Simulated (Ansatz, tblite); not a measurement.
Cost and result up the ladder for mer-FeBr3(NH3)3 (FeBr3N3H9) (16 atoms). The state is a doublet with charge 0. Geometry: r2SCAN-D4/def2-SVP.

```xyz
16

Fe   -0.336   -0.127    0.200
Br   -0.770    2.256    0.495
Br    0.543   -2.354   -0.255
Br   -2.332   -0.866    1.291
N     1.344    0.485   -0.798
H     1.423    0.039   -1.715
H     2.194    0.219   -0.295
H     1.327    1.505   -0.903
N     0.557   -0.151    1.987
H     1.230   -0.916    2.082
H    -0.199   -0.325    2.658
H     0.993    0.738    2.246
N    -1.328   -0.116   -1.532
H    -1.027   -0.862   -2.166
H    -1.315    0.786   -2.015
H    -2.303   -0.310   -1.280
```

Ansatz on 4 threads of Intel Xeon 6975P-C on a shared host; xTB runs through tblite on one thread. Times are rough, summed over both states, and most runs start from the orbitals of an earlier one. No level here is sound enough to serve as a yardstick. The other state is a sextet at its own geometry.

The xTB rows come from tblite. The name describes the doublet; other states may take another shape.

Run but left out: HF/STO-3G, HF/def2-TZVP, MP2/def2-TZVP (doublet: ⟨S²⟩ 1.54 to 2.52, where a pure state has 0.75).

xTB has no spin-polarisation term.

```json
{"level": "B97M-V/def2-TZVP", "functions": "336", "sextet − doublet (eV)": "-0.22", "remarks": "spin-contaminated (⟨S²⟩ 0.86) (doublet)"}
{"level": "GFN1-xTB", "functions": "66", "sextet − doublet (eV)": "2.24", "remarks": "–"}
{"level": "GFN2-xTB", "functions": "57", "sextet − doublet (eV)": "2.56", "remarks": "–"}
{"level": "PBE-D4/def2-TZVP", "functions": "336", "sextet − doublet (eV)": "0.15", "remarks": "–"}
{"level": "PBE0-D4/def2-TZVP (with forces)", "functions": "336", "sextet − doublet (eV)": "-0.67", "remarks": "spin-contaminated (⟨S²⟩ 0.87) (doublet)"}
{"level": "r2SCANh-D4/def2-TZVP", "functions": "336", "sextet − doublet (eV)": "-0.71", "remarks": "spin-contaminated (⟨S²⟩ 0.90) (doublet)"}
{"level": "r2SCAN-D4/def2-TZVP (with forces)", "functions": "336", "sextet − doublet (eV)": "-0.44", "remarks": "spin-contaminated (⟨S²⟩ 0.85) (doublet)"}
```

**Question.** Estimate how long each takes.

**Answer.** GFN2-xTB 0.045 s; GFN1-xTB 0.065 s; PBE-D4/def2-TZVP 28 s; r2SCAN-D4/def2-TZVP (with forces) 66 s; B97M-V/def2-TZVP 2.1 min; PBE0-D4/def2-TZVP (with forces) 3.4 min; r2SCANh-D4/def2-TZVP 3.6 min. On shared hardware such times vary by a factor of up to 3.
